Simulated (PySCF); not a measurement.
# BAs at ROHF

Level: ROHF. B 6-31G(d,p), As 6-31G(d,p); no relativity (PySCF 2.14).

For BAs, the state is ³Π (triplet), unpaired electrons σ ↑, π ↑. The bond length is 3.460 bohr. The harmonic wavenumber is 878 cm⁻¹ and the force constant is 4.36 mdyn/Å. The rotational constant Be is 0.5240 cm⁻¹ and the anharmonicity ωexe is 5.93 cm⁻¹. The vibration–rotation constant αe is 0.00390 cm⁻¹ and the well depth De to B + As is 27.4 kcal/mol. The dissociation energy D0 is 26.2 kcal/mol. The bond order (Mayer) is 2.22 and the dipole moment (positive dipole means B(−)As(+)) is -1.02 D.

Spin–orbit coupling is left out. Hartree–Fock leaves out correlation, which carries a large part of most bond energies and some tenths to 1 eV of ionisation energies. The state was picked by a PBE0 search and need not be the measured ground state.
